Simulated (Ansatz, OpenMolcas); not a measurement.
**CH3In (SMILES C[In]): the vertical ionisation energy, rung by rung**

CH3In has 5 atoms, charge 0, and is taken as a singlet. As SMILES, `C[In]`. The shape is that of a PBE0-D4/def2-TZVP optimisation.

Quantity: the vertical ionisation energy (to the doublet cation), in eV. The values are calculated.

| level | kind | program | value (eV) | CPU time (all runs) |
| --- | --- | --- | --- | --- |
| revPBE/def2-SVPD (core potential) | GGA | OpenMolcas | 7.41 | 52 s |
| TPSS/def2-SVPD (core potential) | meta-GGA | OpenMolcas | 7.39 | 83 s |
| r2SCAN0/def2-SVPD (core potential) | hybrid meta-GGA | Ansatz | 7.43 | 28 s |
| wB97M-V/def2-SVPD (core potential) | range-separated hybrid | Ansatz | 7.57 | 1.8 min |
| RPA@PBE/def2-SVPD (core potential) | RPA | Ansatz | 7.58 | 21 s |
| RPA@PBE0/def2-SVPD (core potential) | RPA | Ansatz | 7.47 | 23 s |
| MP2/def2-SVPD (core potential) | perturbation theory | Ansatz | 7.36 | 5.3 s |
| CCSD/def2-SVPD (core potential) | coupled cluster or CI | Ansatz | 7.35 | 20 s |

Spin-orbit coupling, which can split open shells on such heavy atoms by tenths of an eV, is left out. The values span 7.35 to 7.58 eV. In the correlated wave-function rows the outer d shell of In is correlated, in sets not made for it. CPU times are rough (shared hosts, several kinds of processor and program).
